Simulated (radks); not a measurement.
Trend from B+ to Tl+: ionisation energy by Delta-SCF between NIST ground configurations, and size. All-electron calculation, Dirac Kohn-Sham, PBE, spin-unpolarised, spherical densities, finite nucleus; Fermi nuclear charge, rms radius of each element as measured or else 0.836 A^(1/3) + 0.57 fm. Program: a radial shooting solver on a logarithmic mesh with Libxc functionals.

\begin{tabular}{lrrrrrrrrr}
species & configuration & configuration of the ion & IE (eV) & NIST (eV) & kind & -e(HOMO) (eV) & outermost & <r> outermost (bohr) & r at 0.001 e/bohr^3 (bohr) \\ \hline
B+ & [He] 2s2 & [He] 2s1 & 25.422 & 25.155 & exp. & 19.511 (2s1/2) & 2s1/2 & 1.78 & 3.33 \\
Al+ & [Ne] 3s2 & [Ne] 3s1 & 19.225 & 18.829 & exp. & 14.810 (3s1/2) & 3s1/2 & 2.38 & 3.89 \\
Ga+ & [Ar] 3d10 4s2 & [Ar] 3d10 4s1 & 21.128 & 20.515 & exp. & 16.330 (4s1/2) & 4s1/2 & 2.22 & 3.74 \\
In+ & [Kr] 4d10 5s2 & [Kr] 4d10 5s1 & 19.235 & 18.870 & exp. & 14.923 (5s1/2) & 5s1/2 & 2.48 & 3.99 \\
Tl+ & [Hg] & [Xe] 4f14 5d10 6s1 & 20.775 & 20.428 & exp. & 16.302 (6s1/2) & 6s1/2 & 2.39 & 3.96 \\
\end{tabular}

Reference values: NIST Atomic Spectra Database (measured). Spin polarisation and multiplet splitting are left out, so open shells lie too high by an amount that depends on their filling.

Beside tabulated values, note that spin-unpolarised runs miss the spin-polarisation part of the exchange energy of open shells.
